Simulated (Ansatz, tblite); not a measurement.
Cost and result up the ladder for BiH2(iPr) (C₃H₉Bi) (13 atoms). The state is a singlet with charge 0. Geometry: PBE0-D4/def2-SVP.

```xyz
13

Bi    1.3764   -0.5242   -1.6009
H     0.8089    0.7210   -2.7698
H     2.7139    0.5607   -1.0784
C    -0.0296    0.2518    0.0567
C     0.4284   -0.2825    1.4016
C    -1.4620   -0.1255   -0.2751
H     0.0877    1.3456    0.0268
H     1.4549    0.0305    1.6476
H     0.3956   -1.3849    1.4389
H    -0.2291    0.0833    2.2115
H    -2.1533    0.2422    0.5051
H    -1.7947    0.3013   -1.2340
H    -1.5970   -1.2193   -0.3298
```

Ansatz on 4 threads of Arm Neoverse V2 on a shared host; xTB runs through tblite on one thread. Times are rough, summed over both states, and most runs start from the orbitals of an earlier one. PBE0-D4/def2-TZVP serves as the yardstick here, not as an exact answer. The other state is a triplet.

In the def2 sets Bi takes a core potential; there is no spin–orbit coupling. The xTB rows come from tblite.

xTB has no spin-polarisation term.

| level | functions | vertical triplet (eV) | difference from PBE0-D4/def2-TZVP (eV) |
| --- | --- | --- | --- |
| r2SCAN-D4/def2-TZVP | 197 | 4.18 | -0.08 |
| PBE-D4/def2-TZVP | 197 | 4.24 | -0.02 |
| GFN2-xTB | 25 | 6.62 | 2.35 |
| PBE0-D4/def2-TZVP | 197 | 4.26 | 0.00 |
| GFN1-xTB | 34 | 6.71 | 2.45 |

(1) Estimate how long each takes.

Results:

(1) GFN2-xTB 0.005 s; GFN1-xTB 0.009 s; PBE-D4/def2-TZVP 4.8 s; PBE0-D4/def2-TZVP 7.5 s; r2SCAN-D4/def2-TZVP 11 s. On shared hardware such times vary by a factor of up to 3.
